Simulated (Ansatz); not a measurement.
Coupled-cluster diagnostics for the cluster Li5Al3, Ansatz.

Geometry of the singlet (r2SCAN-D4/def2-SVP):

Cartesian coordinates in Å:
```
Al 0.254 0.710 1.691
Al -1.389 1.146 -0.457
Al 0.085 -0.989 -0.274
Li -1.112 2.987 1.452
Li 0.640 -3.332 -1.154
Li 1.745 -1.505 1.811
Li 1.320 1.646 -0.649
Li -1.544 -0.663 -2.419
```

Correlated methods freeze 15 core orbitals; core or outer-core shells of Li are correlated, in sets that lack core-valence functions. The structure comes from a short search, and lower isomers may exist.

(1) Estimate the CCSD(T) correlation energy, the shares of MP2 and (T), T1 and the reference's ⟨S²⟩ for: charge 0, singlet, own geometry in def2-TZVPP; and the rough time on 4 threads of Arm Neoverse V2 on a shared host.

Answers

(1) 
```tsv
state	basis	correlation (eV)	MP2 share (%)	(T) share (%)	T1	⟨S²⟩ (pure)	wall time	remarks
charge 0, singlet, own geometry	def2-TZVPP	-15.223	88.4	7.0	0.019	0.00 (0.00)	53 s	restricted SCF unstable
```
Customary marks for T1 are 0.02 (closed shells), 0.045 (open shells) and about 0.05 (3d metals). T1 stays under 0.02 throughout.
